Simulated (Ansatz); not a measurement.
**Ligand exchange: SiH3Cl + InH2(SH) → SiH3(SH) + InH2Cl**

Species: SiH3Cl (chlorosilane) `[SiH3]Cl`, singlet; InH2(SH), singlet; SiH3(SH) (sulfanylsilane), singlet; InH2Cl `[Cl][InH2]`, singlet. The partners trade Cl for SH: Si–Cl and In–SH bonds give way to Si–SH and In–Cl.

Shapes, held fixed at every level: PBE0-D4/def2-TZVP. Programs: Ansatz 0.2.0. The zero-point and thermal change to 298 K, harmonic and unscaled (PBE0-D4/def2-TZVP), is -0.5 kJ/mol.

```tsv
level	kind	ΔH(298 K) (kJ/mol)	less CCSD(T)/def2-TZVPP
r2SCAN-D4/def2-TZVPP	meta-GGA	+7.0	-2.3
PBE0-D4/def2-TZVPP	global hybrid	+6.6	-2.7
r2SCAN0-D4/def2-TZVPP	global hybrid	+6.9	-2.4
wB97X-V/def2-TZVPP	range-separated hybrid	+5.8	-3.5
MP2/def2-SVP	perturbation theory	+6.3	-3.0
CCSD(T)/def2-SVP	coupled cluster or CI	+6.1	-3.2
CCSD/def2-TZVPP	coupled cluster or CI	+8.5	-0.8
CCSD(T)/def2-TZVPP	coupled cluster or CI	+9.3	0.0
```

The highest level, CCSD(T)/def2-TZVPP, gives ΔH(298 K) = +9.3 kJ/mol; the levels span +5.8 to +9.3. The column of differences is taken from that level and isn't an error. No measured value is set beside it here. For atoms past krypton def2 sets carry core potentials with scalar relativity. Outer-core shells of In are correlated, in sets that cover them unevenly.
